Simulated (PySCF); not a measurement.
**Excitation energy of Si by level of theory**

Si [Ne] 3s2 3p2 (3P) → Si [Ne] 3s2 3p1 4s1 (3P), as a difference of total energies. Calculation: PySCF 2.14, in aug-cc-pV(T+d)Z (6s5p4d2f, 55 functions); no relativity, point nucleus. Correlated levels: valence: [Ne] frozen. The calculations carry no spin-orbit coupling.

```csv
method,excitation energy (cm⁻¹)
UHF,39316
LDA,40059
PBE,40085
PBE0,40768
r2SCAN,42345
PW91,40270
M06-L,42430
wB97M-V,39405
SCS-MP2 (valence),40546
```

Problem. Estimate what MP2 (valence) gives.

Solution. 40829 cm⁻¹, closest to PBE0 among the rows shown.

Problem. Estimate what LC-wPBE gives.

Solution. 42697 cm⁻¹, closest to M06-L among the rows shown.

The promoted electron is Rydberg-like, and one or two diffuse shells describe it only roughly, which tends to raise the upper state.
